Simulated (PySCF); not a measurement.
Unknown: peak-picked proton spectrum

Formula C₄H₆FN₃. The spectrum was simulated from the full spin Hamiltonian at 400 MHz with 1.0 Hz Lorentzian lines, from shifts rounded to 0.01 ppm and J to 0.1 Hz, couplings under 1 Hz left out.

Maxima in ppm (height), grouped by integral:
1H: 7.230 (33), 7.210 (33)
2H: 4.399 (17), 4.380 (50), 4.361 (50), 4.342 (17)
3H: 1.489 (51), 1.470 (100), 1.451 (49)

$^{13}$C{$^{1}$H} NMR (computed): δ 172.3 (C, d, J = 322.4 Hz), 122.6 (CH, d, J = 17.2 Hz), 52.5 (CH2), 19.1 (CH3).

Theoretical values (PySCF 2.14.0 with density-fitted response routines): structure optimised with GFN2-xTB, couplings computed with B3LYP/pcJ-1 (spin–dipole term only in couplings to heteroatoms), shieldings: GIAO PBE0/pcSseg-1. One computed conformer, equivalent nuclei averaged, relativity neglected, no solvent.

Referencing at the same level of theory: TMS for $^{1}$H (σref 31.72) and $^{13}$C (σref 186.93).

(1) Analyse the multiplets.

(2) What is the compound?

## Answers

(1) $^{1}$H NMR (400 MHz, computed): δ 7.22 (d, J = 8.1 Hz, 1H), 4.37 (q, J = 7.6 Hz, 2H), 1.47 (t, J = 7.6 Hz, 3H). These are first-order names from the parameters used; overlap and second-order distortion can hide them in the list.

(2) `InChI=1S/C4H6FN3/c1-2-8-6-3-4(5)7-8/h3H,2H2,1H3`.

Numbering as in the mapped SMILES `[CH3:1][CH2:2][n:3]1[n:4][cH:5][c:6]([F:7])[n:8]1`; H(Xn) means a hydrogen on atom n.

δ 7.22: H(C5), hydrogen on an aromatic CH next to a ring nitrogen, coupled to F7 (8.1 Hz). δ 4.37: H(C2), hydrogen on an sp3 CH2 bonded to N, coupled to H(C1) (7.6 Hz). δ 1.47: H(C1), hydrogen on a methyl carbon, coupled to H(C2) (7.6 Hz).

The data come from this structure; uniqueness wasn't tested.

C–F couplings over four or more bonds (about 3 Hz to the para carbon of a fluoroarene) are left out. Common functionals overestimate the size of one-bond C–F couplings by tens of Hz; these are unscaled. Splittings below 1 Hz are ignored in the labels, and close J values are merged. Unscaled 3J(H,H) at this level run about 10 % above measured values. Shifts are as computed. Against solution values, carbons near 30 ppm lie about +3 ppm off and those near 130 ppm about +5 ppm. Of 1211 compounds with measured shifts, 218 miss one by over three times the rms of a fit or turn the order of signals round; such compounds aren't used in these exercises.
